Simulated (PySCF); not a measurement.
## Frontier orbitals and the lowest excitations

Compound: AsBH₇P.
Numbering: `[PH2:1][BH2-:2][AsH3+:3]` (hydrogens: H4, H5 on P1; H6, H7 on B2; H8, H9, H10 on As3)

Structure used (PBE0-D3(BJ)/def2-SVP), in Å, numbered top down from 1:
```xyz
10
AsBH7P angstrom
P      1.6833    0.7676    0.6058
B      0.4328   -0.6254   -0.0322
As    -1.4272    0.0220    0.5575
H      2.8691    0.0120    0.3654
H      1.8018    1.5276   -0.5985
H      0.3066   -0.8085   -1.2290
H      0.5425   -1.6462    0.6278
H     -2.6336   -0.8157    0.2073
H     -1.9107    1.3654    0.0674
H     -1.6548    0.2062    2.0362
```

The calculation used PySCF, TDDFT CAM-B3LYP/def2-SVPD, vertical, gas phase, core orbitals frozen in the response. Relativistic effects, spin–orbit coupling among them, are left out although an element past zinc is present.

Frontier orbitals with the atoms that hold most of them (Löwdin shares over 4%, at most four atoms; ? is withheld):

```tsv
orbital	ε (eV)	atoms
HOMO-3	-10.84	B2 33%, H6 24%, As3 15%, P1 14%
HOMO-2	-10.06	B2 28%, H7 20%, As3 16%, P1 13%
HOMO-1	-9.61	?
HOMO	?	P1 64%, B2 16%, H5 7%, H4 6%
LUMO	0.44	?
LUMO+1	0.92	As3 40%, H8 12%, H10 11%, H9 11%
LUMO+2	1.11	As3 42%, H9 20%, B2 11%, H10 11%
```

Which atoms hold the LUMO, and with what shares?

As3 (bonded to B and 3 H) 35%; H8 (bonded to As) 18%; B2 (bonded to As, P and 2 H) 13%; H9 (bonded to As) 12%. By element: arsenic 35%, hydrogen 30% or more, boron 13%.

Give the leading atoms of the HOMO-1.

P1 (bonded to B and 2 H) 32%; B2 (bonded to As, P and 2 H) 27%; As3 (bonded to B and 3 H) 13%; H5 (bonded to P) 9%.

What is the HOMO energy, and the HOMO–LUMO gap?

ε(HOMO) = -7.72 eV; the gap is 8.16 eV (0.3000 hartree).

The HOMO–LUMO gap is 8.16 eV. Where does the response calculation put the lowest singlet, and from which orbitals?

S1 is at 5.52 eV (f = 0.018), 2.65 eV below the gap, made of HOMO→LUMO+1 (52%), HOMO→LUMO (40%). Its leading pair isn't HOMO and LUMO; the energies of that pair differ by 8.65 eV. Without the coupling terms of the response equations the lowest excitation would equal the gap.

Next come S2 at 5.82 eV (f 0.021), HOMO→LUMO (52%), HOMO→LUMO+1 (41%); S3 at 6.09 eV (f 0.014), HOMO→LUMO+2 (49%), HOMO→LUMO+3 (34%); S4 at 6.29 eV (f 0.0018), HOMO→LUMO+3 (50%), HOMO→LUMO+2 (46%); S5 at 6.64 eV (f 0.029), HOMO→LUMO+4 (73%).

Löwdin shares depend on the basis, the more so with diffuse functions.

One conformer stands for the species.
